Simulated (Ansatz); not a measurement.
Consider the isomerisation: `C[C]1([AlH2])C=C1` → `C#[C][Al]([CH3])[CH3]`.

Isolated molecules relaxed with PBE0-D4/def2-TZVP in Ansatz; ΔE leaves out vibrations. CBS: MP2 limit from def2 TZ/QZ plus the TZ coupled-cluster correction, frozen cores. DFT in def2-TZVPP. B3LYP here is the variant with VWN-RPA as its local correlation; programs differ in this.

`C[C]1([AlH2])C=C1`:

Z-matrix (Å, degrees):
```
C
C 1 1.520
H 1 1.095 2 111.6
H 1 1.095 2 111.6 3 119.4
H 1 1.096 2 111.2 3 -120.3
Al 2 1.951 1 119.8 3 -59.7
C 2 1.532 1 117.2 3 92.3
C 2 1.532 1 117.2 3 148.4
H 6 1.591 2 117.9 1 179.5
H 6 1.595 2 122.2 1 -0.5
H 7 1.077 2 144.4 1 -73.8
H 8 1.077 2 144.4 1 73.8
```

`C#[C][Al]([CH3])[CH3]`:

Cartesian coordinates in Å:
```
C 2.522 -0.809 1.544
C 1.524 -0.490 0.936
Al -0.060 0.015 -0.022
C -1.792 -0.224 0.835
C 0.169 0.740 -1.814
H 3.401 -1.090 2.080
H -2.440 -0.872 0.234
H -2.317 0.734 0.924
H -1.714 -0.658 1.833
H 0.646 0.003 -2.470
H 0.834 1.610 -1.800
H -0.772 1.041 -2.280
```

```
             level  ΔE (kcal/mol)  difference from CCSD(T)/CBS
           PBE0-D4          -51.1                          6.4
          B3LYP-D4          -56.5                          1.0
           ωB97M-V          -55.7                          1.8
              PBE0          -51.9                          5.6
             B3LYP          -58.2                         -0.7
     HF/def2-TZVPP          -61.1                         -3.6
   CCSD/def2-TZVPP          -57.9                         -0.4
     HF/def2-QZVPP          -61.0                         -3.5
SCS-MP2/def2-QZVPP          -57.6                         -0.1
    CCSD/CBS(def2)          -58.0                         -0.5
       CCSD(T)/CBS          -57.5                            0
```

Largest T1 diagnostic among the species: 0.011.

In def2-TZVPP, CCSD(T) changes the Hartree–Fock value by +3.7 kcal/mol (the triples alone add +0.6 kcal/mol) and MP2 by +3.8 kcal/mol. The D4 term adds +1.7 kcal/mol with B3LYP and +0.8 kcal/mol with PBE0; it sums over pairs of atoms, weighted by their polarisabilities, and B3LYP, whose exchange is more repulsive, gets the larger term.
